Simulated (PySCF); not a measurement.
**C₆ coefficients of unlike pairs at PBE**

Calculated with PySCF 2.14 from the dipole response of each species, C₆(A,B) = (3/π) ∫ α_A(iu) α_B(iu) du, in atomic units, from isotropic polarisabilities. For ions this is the dispersion term alone; charge-induced terms of lower order in 1/R come first.

```json
{"species": "Ag³⁺", "configuration": "[Kr] 4d8 (3F)", "basis": "def2-QZVPPD with the def2 core potential (28 electrons) (7s5p4d4f2g)", "relativity": "core potential", "α (bohr³)": "4.093", "C₆ (like pair)": "18.33"}
{"species": "Cr⁺", "configuration": "[Ar] 3d5 (6S)", "basis": "dyall-av2z (16s12p7d2f)", "relativity": "none", "α (bohr³)": "13.23", "C₆ (like pair)": "47.48"}
{"species": "Fe³⁺", "configuration": "[Ar] 3d5 (6S)", "basis": "aug-cc-pVDZ-DK (7s6p4d2f)", "relativity": "spin-free X2C", "α (bohr³)": "1.913", "C₆ (like pair)": "4.484"}
{"species": "Be⁺", "configuration": "[He] 2s1 (2S)", "basis": "def2-QZVPPD (7s4p2d1f)", "relativity": "none", "α (bohr³)": "21.48", "C₆ (like pair)": "57.07"}
```

**Question.** Estimate C₆ for Be⁺ with Ag³⁺.

**Answer.** The integral gives 20.21. The combination rule 2 C_A C_B / (C_A α_B/α_A + C_B α_A/α_B) gives 19.54 and the geometric mean 32.34.

No spin-orbit coupling is included.

The other pairs:

```
      pair     C₆
 Fe³⁺, Cr⁺  12.96
 Cr⁺, Ag³⁺  26.83
  Be⁺, Cr⁺  46.23
Fe³⁺, Ag³⁺  9.032
 Be⁺, Fe³⁺  9.534
```
